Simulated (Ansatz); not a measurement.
Born–Oppenheimer molecular dynamics of FH$_{5}$W (7 atoms, charge 0, multiplicity 1). It starts from a relaxed structure.

All numbers below come from RKS PBE0-D4/def2-SVP in Ansatz 0.2.0.

```
ensemble                      : NVE (Milne-controlled integrator)
time step                     : 0.25 fs
steps asked                   : 100
starting velocities drawn for : 2000 K
seed                          : 13750
```

First frame:

```xyz
7
Properties=species:S:1:pos:R:3
W 0.302 0.302 0.381
F -0.250 -0.257 2.096
H 1.615 -0.404 -0.426
H -0.422 1.610 -0.417
H -1.210 -0.081 -0.126
H -0.075 -1.212 -0.125
H 0.041 0.041 -1.254
```

(1) What does the run give?

(2) What happens to the structure?

(3) How do temperature and energy run in time?

Results:

(1) The run went to its last step.

```yaml
steps_done: 100
time_covered: 25 fs
mean_temperature_over_the_second_half: 1368 K
spread_of_the_potential_energy_over_the_second_half: 31.1 meV per atom
mean_potential_energy_of_the_second_half_above_the_start: 58.4 meV per atom
```

The conserved energy stayed within 0.0026 meV per atom of its start (net change 0.00057 meV per atom), so the integration is sound. A run of 0.025 ps of so small a system gives no equilibrium averages.

(2) The same pairs are bonded in the first frame and the last. Pairs count as bonded within 1.25 times the sum of covalent radii (0.12 Å more for H–H). Another seed would give other details.

(3) 
```json
{"time (fs)": "0", "T (K)": "2000", "potential energy less start (eV)": "0.000", "conserved less start (meV/atom)": "0.00"}
{"time (fs)": "0.75", "T (K)": "1916", "potential energy less start (eV)": "0.054", "conserved less start (meV/atom)": "0.00"}
{"time (fs)": "1.5", "T (K)": "1685", "potential energy less start (eV)": "0.204", "conserved less start (meV/atom)": "0.00"}
{"time (fs)": "2.25", "T (K)": "1375", "potential energy less start (eV)": "0.404", "conserved less start (meV/atom)": "0.00"}
{"time (fs)": "3", "T (K)": "1095", "potential energy less start (eV)": "0.585", "conserved less start (meV/atom)": "0.00"}
{"time (fs)": "3.75", "T (K)": "933", "potential energy less start (eV)": "0.689", "conserved less start (meV/atom)": "0.00"}
{"time (fs)": "4.5", "T (K)": "909", "potential energy less start (eV)": "0.705", "conserved less start (meV/atom)": "0.00"}
{"time (fs)": "5.25", "T (K)": "969", "potential energy less start (eV)": "0.666", "conserved less start (meV/atom)": "0.00"}
{"time (fs)": "6", "T (K)": "1036", "potential energy less start (eV)": "0.623", "conserved less start (meV/atom)": "0.00"}
{"time (fs)": "6.75", "T (K)": "1052", "potential energy less start (eV)": "0.613", "conserved less start (meV/atom)": "0.00"}
{"time (fs)": "7.5", "T (K)": "997", "potential energy less start (eV)": "0.648", "conserved less start (meV/atom)": "0.00"}
{"time (fs)": "8.25", "T (K)": "883", "potential energy less start (eV)": "0.722", "conserved less start (meV/atom)": "0.00"}
{"time (fs)": "9", "T (K)": "738", "potential energy less start (eV)": "0.816", "conserved less start (meV/atom)": "0.00"}
{"time (fs)": "9.75", "T (K)": "594", "potential energy less start (eV)": "0.908", "conserved less start (meV/atom)": "0.00"}
{"time (fs)": "10.5", "T (K)": "483", "potential energy less start (eV)": "0.980", "conserved less start (meV/atom)": "0.00"}
{"time (fs)": "11.25", "T (K)": "430", "potential energy less start (eV)": "1.015", "conserved less start (meV/atom)": "0.00"}
{"time (fs)": "12", "T (K)": "454", "potential energy less start (eV)": "1.000", "conserved less start (meV/atom)": "0.00"}
{"time (fs)": "12.75", "T (K)": "563", "potential energy less start (eV)": "0.929", "conserved less start (meV/atom)": "0.00"}
{"time (fs)": "13.5", "T (K)": "753", "potential energy less start (eV)": "0.806", "conserved less start (meV/atom)": "0.00"}
{"time (fs)": "14.25", "T (K)": "1000", "potential energy less start (eV)": "0.646", "conserved less start (meV/atom)": "0.00"}
{"time (fs)": "15", "T (K)": "1265", "potential energy less start (eV)": "0.475", "conserved less start (meV/atom)": "0.00"}
{"time (fs)": "15.75", "T (K)": "1498", "potential energy less start (eV)": "0.324", "conserved less start (meV/atom)": "0.00"}
{"time (fs)": "16.5", "T (K)": "1653", "potential energy less start (eV)": "0.225", "conserved less start (meV/atom)": "0.00"}
{"time (fs)": "17.25", "T (K)": "1694", "potential energy less start (eV)": "0.198", "conserved less start (meV/atom)": "0.00"}
{"time (fs)": "18", "T (K)": "1617", "potential energy less start (eV)": "0.248", "conserved less start (meV/atom)": "0.00"}
{"time (fs)": "18.75", "T (K)": "1456", "potential energy less start (eV)": "0.351", "conserved less start (meV/atom)": "0.00"}
{"time (fs)": "19.5", "T (K)": "1284", "potential energy less start (eV)": "0.463", "conserved less start (meV/atom)": "0.00"}
{"time (fs)": "20.25", "T (K)": "1185", "potential energy less start (eV)": "0.527", "conserved less start (meV/atom)": "0.00"}
{"time (fs)": "21", "T (K)": "1214", "potential energy less start (eV)": "0.508", "conserved less start (meV/atom)": "0.00"}
{"time (fs)": "21.75", "T (K)": "1358", "potential energy less start (eV)": "0.415", "conserved less start (meV/atom)": "0.00"}
{"time (fs)": "22.5", "T (K)": "1547", "potential energy less start (eV)": "0.293", "conserved less start (meV/atom)": "0.00"}
{"time (fs)": "23.25", "T (K)": "1698", "potential energy less start (eV)": "0.195", "conserved less start (meV/atom)": "0.00"}
{"time (fs)": "24", "T (K)": "1758", "potential energy less start (eV)": "0.157", "conserved less start (meV/atom)": "0.00"}
{"time (fs)": "24.75", "T (K)": "1714", "potential energy less start (eV)": "0.185", "conserved less start (meV/atom)": "0.00"}
```

Run time: 4.2 min on 1 thread of Arm Neoverse V2 (shared host), peak memory 0.13 GiB.
